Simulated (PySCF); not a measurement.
Molecule: `InChI=1S/BH3O3/c2-1(3)4/h2-4H`.

Cartesian coordinates in Å; atom numbers follow the order of the lines, from 1:
```xyz
7

O     0.943   -0.688   -0.109
B    -0.235    0.006    0.016
O    -0.318    1.359    0.075
O    -1.386   -0.695    0.085
H     1.750   -0.180   -0.157
H     0.503    1.845    0.025
H    -1.255   -1.642    0.037
```

Frames of a GFN2-xTB Langevin trajectory at 400 K; GIAO PBE0/pcSseg-1 shieldings in PySCF, gas phase, non-relativistic; equivalent atoms averaged within each frame.

Shifts are taken against calculated references (same method and geometry level): $^{17}$O (336.08 ppm) against H2O; BF3·OEt2 for $^{11}$B (100.07 ppm); $^{1}$H (31.72 ppm) against TMS. The references are static minima.

How do the shifts (ppm) fluctuate along the trajectory?

## Answers


```
         time (fs)  O1/O3/O4    B2  H5/H6/H7
optimised geometry      80.7  17.3      2.66
               250      82.6  19.3      2.70
               425      81.0  16.6      2.34
               625      94.5  19.8      3.54
               800      95.6  19.7      3.71
              1000      91.2  18.1      3.34
    mean of frames      89.0  18.7      3.12
standard deviation       6.8   1.3      0.58
```

5 frames give an uncertainty of the mean of about the standard deviation over 2.2 at best, since frames this close in time may not be independent; classical motion lacks zero-point vibration, and the reference would need the same averaging.
